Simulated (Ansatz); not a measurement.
`[NH2][Ge]([F])([F])[F]` + GeH₄ → `[F][Ge]([F])([F])[GeH3]` + NH₃ at 600 K and 1 bar (formal exchange of groups at a Ge–N bond).

Calculated with Ansatz (gas phase, PBE0-D4/def2-TZVP geometries, no zero-point term in ΔE). CCSD(T)/CBS is the MP2 limit (def2-TZVPP, def2-QZVPP) plus CCSD(T) − MP2 in def2-TZVPP, frozen cores. This one scheme is used for every species. For Ge outer-core shells are correlated without core-valence functions, which leaves a few kJ/mol of doubt a bond. Scalar relativity is left out up to krypton. One conformer a species, not always the lowest.

| species | CCSD(T)/CBS energy (Eh) | H − E (kJ/mol) | S (J/(mol·K)) |
| --- | --- | --- | --- |
| `[NH2][Ge]([F])([F])[F]` | -2431.53610 | 141.4 | 422.2 |
| GeH₄ | -2078.49493 | 105.8 | 256.4 |
| `[F][Ge]([F])([F])[GeH3]` | -4453.52870 | 144.8 | 466.6 |
| NH₃ | -56.50880 | 112.4 | 219.5 |

H − E and S are ideal-gas, rigid-rotor, harmonic terms from PBE0-D4/def2-TZVP, for one conformer and one mirror image of each species. 1 Eh = 2625.50 kJ/mol, R = 8.31446 J/(mol·K).

Question: By hand: ΔE, ΔH, ΔS and ΔG.

Answer: ΔE = (-4453.52870) + (-56.50880) − (-2431.53610) − (-2078.49493) = -0.00647 Eh = -17.0 kJ/mol. Δ(H − E) = 144.8 + 112.4 − 141.4 − 105.8 = 10.0, so ΔH = -7.0 kJ/mol. ΔS = 466.6 + 219.5 − 422.2 − 256.4 = 7.5 J/(mol·K). ΔG = -7.0 − 600 × (7.5)/1000 = -11.5 kJ/mol.

Question: By hand: the equilibrium constant, and the temperature at which ΔG would vanish if ΔH and ΔS stayed fixed.

Answer: log₁₀ K = −ΔG/(RT ln 10) = 1.0. ΔH and −TΔS have one sign here, so there is no such temperature.

TΔS isn't small against ΔH here. A doubt of 5 kJ/mol in ΔE shifts log₁₀ K by 0.4 here. Other conformers and mirror images would add mixing entropy, several J/(mol·K) or more a flexible species. Modes under 60 cm⁻¹, often nearly free rotors, make the harmonic entropy too high. These are equilibria of isolated gas molecules and say nothing of rates. Largest T1 diagnostic: 0.013 (customary marks: 0.02 for closed shells, 0.045 for open ones).

ΔS is within the doubt of such terms, so its sign, and with it that verdict, could turn.
